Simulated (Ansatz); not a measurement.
Barrier from R1 to the saddle point P1, each structure at its B3LYP-D3(BJ)/def2-TZVP stationary point, reached from a drawn start; harmonic modes at that level show the others as minima.
R1, PH3 (SMILES P) (charge 0, multiplicity 1):
```csv
atom,x (Å),y (Å),z (Å)
P,0.0000,0.0000,0.5770
H,1.1921,0.0000,-0.1923
H,-0.5960,1.0324,-0.1923
H,-0.5960,-1.0324,-0.1923
```
P1, H3P, a first-order saddle point (one imaginary mode, 1100i cm⁻¹) (charge 0, multiplicity 1, Z-matrix in Å and degrees):
```
P
H 1 1.3800
H 1 1.3800 2 120.00
H 1 1.3800 2 120.00 3 180.00
```

P less R. No zero-point or thermal terms. No path was followed down from the saddle.

Frozen-core correlation throughout.

Run with Ansatz (a first-principles code) with Gaussian orbitals. Each number belongs to the level named beside it.

Total energies in hartree:

```json
[
 {"structure": "R1", "PBE/def2-TZVPP": "-342.983687", "B3LYP/def2-TZVPP": "-343.177454", "CCSD(T)/cc-pV(Q+d)Z": "-342.709587"},
 {"structure": "P1", "PBE/def2-TZVPP": "-342.931103", "B3LYP/def2-TZVPP": "-343.123432", "CCSD(T)/cc-pV(Q+d)Z": "-342.656247"}
]
```

Task: Work out the barrier height at each level in eV (1 hartree = 27.21139 eV), and say how far PBE/def2-TZVPP lies from CCSD(T)/cc-pV(Q+d)Z.

Result: 
- PBE/def2-TZVPP: (-342.931103) − (-342.983687) = 0.052584 hartree = 1.431 eV
- B3LYP/def2-TZVPP: (-343.123432) − (-343.177454) = 0.054022 hartree = 1.470 eV
- CCSD(T)/cc-pV(Q+d)Z: (-342.656247) − (-342.709587) = 0.053340 hartree = 1.451 eV
PBE/def2-TZVPP less CCSD(T)/cc-pV(Q+d)Z: -0.020 eV. CCSD(T)/cc-pV(Q+d)Z is the level counted from, the highest shown, and no exact or measured value.
